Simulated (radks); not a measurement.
Values are calculated unless marked as measured or tabulated.
All-electron atom: Mo X in [Ar] 3d9 4s2 4p4 (not the ground configuration). Code: a radial shooting solver on a logarithmic mesh with Libxc functionals. Model: scalar-relativistic Kohn-Sham, PBEsol, spin-polarised, spherical densities, finite nucleus; open shells are filled with parallel spins first (spin-orbit coupling, left out, can overturn this in heavy ions); Fermi nuclear charge, rms radius 4.4091 fm.

Normalised radial functions P(r) = r R(r), r in bohr:

```
   r/bohr * 4s up (the largest magnitude, 1.15, reaches the edge; | marks zero)
  0.00424                             |  *
 0.005434                             |   *
 0.007019                             |   *
 0.008995                             |    *
  0.01162                             |     *
  0.01489                             |     *
  0.01923                             |     *
  0.02465                             |    *
  0.03184                             |   *
   0.0408                             |*
   0.0527                           * |
  0.06753                       *     |
  0.08724                   *         |
   0.1118                   *         |
   0.1444                       *     |
   0.1851                             |*
    0.239                             |         *
   0.3088                             |               *
   0.3957                             |           *
   0.5111                            *|
    0.655            *                |
   0.8461  *                          |
    1.084   *                         |
    1.401             *               |
    1.795                      *      |
    2.318                           * |
    2.971                             *
```

4s up: eigenvalue -212.45 eV, 3 radial nodes at r = 0.0445, 0.179, 0.504 bohr, <r> = 0.999 bohr, 90 % of the charge inside 1.43 bohr.
